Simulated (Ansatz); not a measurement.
LaO₃H₃. Charge 0, multiplicity 1. Geometry r2SCAN-D4/def2-SVP.

```xyz
7

La    0.653   -0.921   -0.645
O     0.649    1.182    0.049
O    -1.522   -0.077    0.384
O     1.193    1.084   -1.331
H    -2.261    0.069    0.986
H     2.253   -2.104    0.238
H    -0.965    0.768    0.318
```

In the def2 sets La takes a core potential; there is no spin–orbit coupling. The structure holds one bond between oxygen atoms, so isomers without such links may lie far lower. No other spin state of charge 0 was run. Another isomer (singlet) lies 0.83 eV lower at PBE0-D4/def2-TZVP; other spin states weren't run for this one.

Q: Estimate the orbital energies around the gap (eV) in Ansatz with PBE-D4/def2-TZVP, r2SCAN-D4/def2-TZVP, B97M-V/def2-TZVP, PBE0-D4/def2-TZVP.

A: 
| orbital | PBE-D4/def2-TZVP | r2SCAN-D4/def2-TZVP | B97M-V/def2-TZVP | PBE0-D4/def2-TZVP |
| --- | --- | --- | --- | --- |
| HOMO−5 | -8.56 | -8.97 | -9.08 | -10.32 |
| HOMO−4 | -8.25 | -8.53 | -8.56 | -9.87 |
| HOMO−3 | -7.93 | -8.17 | -8.23 | -9.44 |
| HOMO−2 | -5.51 | -5.68 | -5.73 | -6.84 |
| HOMO−1 | -5.10 | -5.33 | -5.41 | -6.30 |
| HOMO | -4.56 | -4.70 | -4.78 | -5.91 |
| LUMO | -2.20 | -1.73 | -2.10 | -1.61 |
| LUMO+1 | -1.61 | -1.26 | -1.43 | -0.86 |
| LUMO+2 | -1.22 | -0.85 | -1.09 | -0.55 |
| LUMO+3 | -0.96 | -0.46 | -0.83 | -0.30 |
| LUMO+4 | -0.79 | -0.29 | -0.61 | -0.06 |
| LUMO+5 | -0.29 | 0.19 | 0.00 | 0.59 |
